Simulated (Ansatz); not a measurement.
Job for Ansatz (an electronic-structure program): R-PBE/def2-TZVPPD on ClH4P (a complex), monomers drawn apart or pushed together. Files ending in .json are basis or fitting sets from the Basis Set Exchange.

Ansatz 0.2 input:
```yaml
crystal:
  periodic: [false, false, false]
  atoms:
    - {symbol: Cl, position_ang: [0.43620900, -0.61606929, -0.34371464]}
    - {symbol: H, position_ang: [0.24392433, 0.36085917, -1.15171167]}
    - {symbol: P, position_ang: [0.08080249, -0.01506506, 2.90341661]}
    - {symbol: H, position_ang: [-0.18044874, 0.73246446, 4.08209412]}
    - {symbol: H, position_ang: [0.93449798, 0.97624689, 2.35767765]}
    - {symbol: H, position_ang: [-1.06621342, 0.47656997, 2.23112431]}
basis:
  gaussian:
    orbitals: def2-TZVPPD.json
hamiltonian:
  xc: {name: PBE}
scf: {lower_state_search: off}
```

Program output:

```
WARN ansatz: RAYON_NUM_THREADS=2 ignored (pool sized by the plan → 2); use --threads N
Functional definition: PBE
these checks for a lower state are left out or cut short: stability, starts, cluster_reference, orbital_swaps, neighbouring_geometries, increment
integrals: 0.07 GiB planned
876 factors; their error is unknown
mean field: 0.51 GiB planned
mean field evaluation 1: about -21866.1748 eV, gradient 2.0e1 eV
mean field evaluation 2: about -21866.4524 eV, gradient 2.0e1 eV
mean field evaluation 4: about -21867.4304 eV, gradient 9.1e-1 eV
mean field evaluation 8: about -21867.4062 eV, gradient 3.5e-1 eV
mean field evaluation 16: about -21867.4064 eV, gradient 2.3e-6 eV
mean field -21867.40638245 eV, -803.6123622945 hartree, gradient 2.2e-6 eV, S^2 0.000000; 0 other end points of the search recorded, 0 dependent functions left out
reference -21867.40643790 eV, -803.6123643323 hartree; 18, 18 occupied and 149, 149 virtual orbitals, 876 factors
Total energy: -21867.40643790 eV, -803.6123643323 hartree
Checks for a lower state left out: stability, starts, cluster_reference, orbital_swaps, neighbouring_geometries, increment
```

Self-consistency was reached.

Cost: around 1.7 core-seconds (rough).
